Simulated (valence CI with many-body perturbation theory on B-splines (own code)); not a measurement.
# Lu65+: key properties

Calculated by relativistic CI+MBPT: four valence electrons over a frozen Dirac-Fock core [He], a basis of 11 s, 11 p, 10 d, 8 f, 5 g, 2 h functions for each j, with the one-electron correlation potential Σ1, the two-electron term Σ2, the three-electron term Σ3, Breit, model QED; selected CI, second order for the rest, scaled by the run's own slope (own B-spline code, finite nucleus).

No measured spectrum was set against this ion. As an estimate, large intervals hold to a few tenths of a per cent, small ones and those within an open d or f shell to about a per cent. Among the levels kept, up to 1100 cm⁻¹ of a level comes from second order outside the variational space, and about a tenth of that is noise between levels of different J, which matters for small intervals.

Levels are named by their leading jj configuration (3d3/2^4 stands for four electrons in 3d with j = 3/2), which in mixed levels can hold well under half, so a name can repeat and another be missing.

Rates and lifetimes use the calculated energies. Strong lines usually hold to 10 to 20 %, long lifetimes can be off by a factor of two.

(1) What is the ground level?

(2) Among levels below 952.80 Ry, which E1 lines absorb most strongly from the ground level?

(3) Name the longest-lived excited levels whose lifetime is computed, and their main decay.

(4) What is the ionisation energy?

(5) How well does LS coupling describe the low levels?

(6) Where does the other parity begin?

## Answers

(1) (2s^2 2p1/2^2) J=0, composition 68 % 2s2 2p2 3P + 32 % 2s2 2p2 1S.

(2) to (2s^2 2p1/2 3d3/2) J=1 at 0.1242 nm, f = 1.09; to (2s 2p1/2^2 3p1/2) J=1 at 0.1266 nm, f = 0.337; to (2s 2p1/2^2 3p3/2) J=1 at 0.1221 nm, f = 0.306.

(3) (2s^2 2p1/2 2p3/2) J=2 at 86.97 Ry lives 23.2 ns, mostly by E2 to (2s^2 2p1/2^2) J=0; (2s^2 2p1/2 2p3/2) J=1 at 85.64 Ry lives 102 ps, mostly by M1 to (2s^2 2p1/2^2) J=0; (2s 2p1/2^2 2p3/2) J=2 at 106.39 Ry lives 33.7 ps, mostly by E1 to (2s^2 2p1/2 2p3/2) J=1.

(4) 16732 eV; NIST lists 16730 ± 30 eV (theoretical).

(5) Among the lowest 20 levels the leading LS term, summed over configurations, holds 67 % on average. For single configurations the figures are 67 % in LS and 100 % in jj coupling. Terms mix most in the J = 1 level at 112.53 Ry, where the leading one holds 31 %.

(6) At (2s 2p1/2^2 2p3/2) J=2, 106.39 Ry.
